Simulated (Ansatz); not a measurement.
Basis-set extrapolation for Cl2H4SSi2, SMILES `[SiH3]S[SiH](Cl)Cl` (PBE0-D4/def2-TZVP geometry, frozen core, Ansatz). Multiplicity 1, RHF reference.

```csv
,def2-TZVPP,def2-QZVPP
HF,-1896.948528,-1897.003214
MP2 correlation,-0.797518,-0.873073
CCSD(T) correlation,-0.907140,not run
```

Energies in hartree. Use E(X) = E(∞) + A·exp(−7.88·√X) for Hartree–Fock and E(X) = E(∞) + B·X^(−2.97) for correlation, with X = 3 and 4, and add CCSD(T) minus MP2 of the smaller set to the MP2 limit.

Question: What is the CCSD(T) energy at the basis-set limit?

Answer: HF limit: -1897.003214 + (-0.054686) × 0.13774 = -1897.01075. MP2 limit: -0.873073 + (-0.075555) × 0.74074 = -0.92904. Higher-order term: -0.907140 − (-0.797518) = -0.10962. Total: -1898.04941 hartree, 5.27 eV below CCSD(T)/def2-TZVPP.
